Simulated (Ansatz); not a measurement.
Basis sets compared for the cluster Cu5H4. Total charge 0; doublet. Geometry B3LYP-D4/def2-SVP. Ansatz on 4 threads of Arm Neoverse V2 on a shared host; times are rough, and most runs start from earlier orbitals.

```xyz
9

Cu    1.8840    2.2954   -4.4881
Cu   -0.3114   -1.3762    3.3656
Cu    0.0017   -0.3179    1.1718
Cu   -0.4636    0.4542   -1.1219
Cu    0.4668    0.8408   -3.3477
H    -0.4547    0.9985    0.3854
H     0.5145   -1.6023    1.9530
H    -0.6293   -0.0727   -2.6200
H    -1.0081   -1.2199    4.7019
```

At PBE-D4/def2-SVP, PBE-D4/def2-TZVP the gap within one spin of the charge 0 doublet nearly closes, so an electron or hole may be smeared out by delocalisation error. No other spin state of charge 0 was run. Another isomer (doublet) lies 2.75 eV lower at PBE0-D4/def2-TZVP; other spin states weren't run for this one.

Binding counts from free atoms (Cu doublet, H doublet) in the same basis, without a counterpoise term.

| level | functions | energy (Eh) | HOMO (eV) | LUMO (eV) | binding per atom (eV) | wall time |
| --- | --- | --- | --- | --- | --- | --- |
| PBE-D4/def2-SVP | 175 | -8202.5864 | -5.07 | -4.99 | 2.17 | 8.5 s |
| PBE0-D4/def2-SVP | 175 | -8202.5829 | -5.15 | -4.64 | 1.93 | 13 s |

Q: Estimate the rows for PBE-D4/def2-TZVP (with forces), PBE0-D4/def2-TZVP.

A: 
```json
{"level": "PBE-D4/def2-TZVP (with forces)", "functions": "249", "energy (Eh)": "-8203.8612", "HOMO (eV)": "-5.45", "LUMO (eV)": "-5.37", "binding per atom (eV)": "1.94", "wall time": "12 s"}
{"level": "PBE0-D4/def2-TZVP", "functions": "249", "energy (Eh)": "-8203.8075", "HOMO (eV)": "-5.49", "LUMO (eV)": "-4.98", "binding per atom (eV)": "1.76", "wall time": "22 s"}
```
